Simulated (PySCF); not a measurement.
Species: C₆H₇ (charge -1, singlet). It need not be the lowest isomer of its formula. Whether it binds its extra electron was not tested at this geometry. SMILES: CC1=C[C-]=CC1
Structure (B3LYP-D3(BJ)/def2-TZVP (Ansatz) minimum search):
```
C
C 1 1.3514
H 2 1.0926 1 121.70
C 1 1.4955 2 128.81 3 0.00
H 4 1.0946 1 110.64 2 0.00
H 4 1.0997 5 107.33 1 123.23
H 4 1.0997 5 107.33 6 113.53
C 2 1.4977 3 123.15 1 180.00
C 8 1.3642 2 101.71 3 -180.00
H 9 1.0911 8 126.12 2 -180.00
C 1 1.5049 2 106.98 3 180.00
H 11 1.1027 1 111.56 2 120.97
H 11 1.1027 12 105.78 1 -121.47
```
Charge -1, spin multiplicity 1.

Dispersion corrections to the total energy (kcal/mol) from the dftd3 and dftd4 libraries through PySCF: D3(BJ) without and D4 with the three-body term, each with the damping fitted for the functional named.

```json
[
 {"functional": "PBE", "D3(BJ)": "-6.88", "D4": "-7.76"},
 {"functional": "BP86", "D3(BJ)": "(withheld)", "D4": "-10.14"},
 {"functional": "B2GP-PLYP", "D3(BJ)": "-3.94", "D4": "-3.25"},
 {"functional": "B2PLYP", "D3(BJ)": "-5.33", "D4": "-5.42"},
 {"functional": "HF", "D3(BJ)": "(withheld)", "D4": "-29.27"},
 {"functional": "BLYP", "D3(BJ)": "-14.40", "D4": "(withheld)"},
 {"functional": "CAM-B3LYP", "D3(BJ)": "-5.18", "D4": "-6.49"}
]
```

Task: Some entries are withheld; supply them.

Result: 
- BP86, D3(BJ): -10.55
- HF, D3(BJ): -55.01
- BLYP, D4: -17.36
